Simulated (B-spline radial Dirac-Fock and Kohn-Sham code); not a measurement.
## Run log: In⁵⁺

ΔSCF core binding energies without Breit or QED terms, calculated with a radial atomic solver. Keys: rel is the Hamiltonian (dirac, or spin-free x2c and nr, where L3 and M5 stand for the whole 2p and 3d shells), method is hf or an exchange,correlation pair (spin-unpolarised, also for the hole states), nuc the nuclear model, radius_factor scales its radius, rmax is the box in bohr, h the logarithmic mesh step, order the B-spline order, points the quadrature points per cell, c_factor scales the speed of light, and damp, ndamp, maxit and tol steer the iteration. The run stops when the commutator error falls below 10·tol·max(1, Z/10), or the numerical noise floor, and the energy has settled to about 1e-8 Ha; the virial ratio is −V/T.

Input (task.json):

```json
{"items": [{"Z": 49, "q": 5, "cfg": [[1, 0, 2], [2, 0, 2], [2, 1, 6], [3, 0, 2], [3, 1, 6], [3, 2, 10], [4, 0, 2], [4, 1, 6], [4, 2, 8]], "A": 115, "rrms": 4.6156, "do": "settings", "holes": ["K", "L3", "M5"],
  "settings": [{"rel": "dirac", "method": "hf", "nuc": "fermi", "radius_factor": 1.0, "rmax": 45.0, "h": 0.3, "order": 3, "points": 10, "c_factor": 1.0, "maxit": 72, "damp": 0.5, "ndamp": 3, "tol": 1e-08}]}]}
```

Command: `python xray2_run.py task.json out`

Ground-state iterations:

```
iter   energy (Ha)        error
   1    -5856.53364507  1.69e+00
   2    -5869.70153506  5.46e-01
   3    -5872.99898313  1.64e-01
   4    -5873.28944171  4.87e-02
   5    -5873.31254245  1.98e-02
   6    -5873.31729185  2.33e-03
   7    -5873.31732605  1.33e-04
   8    -5873.31732614  1.65e-05
   9    -5873.31732615  1.47e-06
  10    -5873.31732615  7.96e-08
```

The ground state converged in 10 iterations, with total energy -5873.31733 Ha, virial ratio 1.95155 and highest orbital energy -92.75 eV. ΔSCF binding energies: K (1s) 28112.1 eV, L3 (2p3/2) 3821.7 eV. Holes are computed only in closed shells, and unreliable hole states are left out.

Question: One setting is unsound. Which, and why?

Answer: order is too low for an accurate radial basis. With the default settings (Dirac Hartree-Fock): The ground state converged in 10 iterations, with total energy -5873.96002 Ha, virial ratio 1.95156 and highest orbital energy -92.68 eV. ΔSCF binding energies: K (1s) 28112.8 eV, L3 (2p3/2) 3821.2 eV. Holes are computed only in closed shells, and unreliable hole states are left out.
